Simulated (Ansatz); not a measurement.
Species, as SMILES: [GeH2] (GeH2) (closed-shell singlet).
Atoms: Ge1, H2, H3. Bonds: Ge1-H2, Ge1-H3.

Basis-set convergence of the harmonic zero-point energy at PBE with Ansatz (a quantum-chemistry and plane-wave program). Each level at its own minimum, finite differences of forces, unscaled; the reference is a large set that could be run, not a limit. Cartesian d functions, on some or all atoms, in 6-31G**; all else is spherical. No added dispersion term, no relativity. Reference: the value in def2-QZVPPD, 6.55 kcal/mol. Deviations are taken from unrounded values.

```tsv
basis	functions	harmonic zero-point energy (kcal/mol)	minus reference (kcal/mol)
pcseg-1	37	6.57	0.02
6-31G**	45	6.57	0.02
aug-cc-pVDZ	54	6.54	-0.01
def2-SVPD	54	6.60	0.04
cc-pVTZ	71	6.55	0.00
def2-TZVPP	76	6.57	0.01
def2-TZVPPD	88	6.56	0.01
def2-QZVPP	149	6.55	0.00
def2-QZVPPD	161	6.55	0.00
```

The smallest set listed that lies within 0.2 kcal/mol of the reference with all its larger relatives (same family, alike in diffuse functions; a set with none counts only in the reference's own line) is pcseg-1 (37 functions, 0.02 kcal/mol off). (Relatives not listed, tested too: 6-311G** 0.01, pcseg-2 0.00, def2-TZVPD 0.03, aug-cc-pVTZ -0.01, cc-pVQZ 0.01, pcseg-3 -0.01, def2-QZVP 0.00 kcal/mol.)
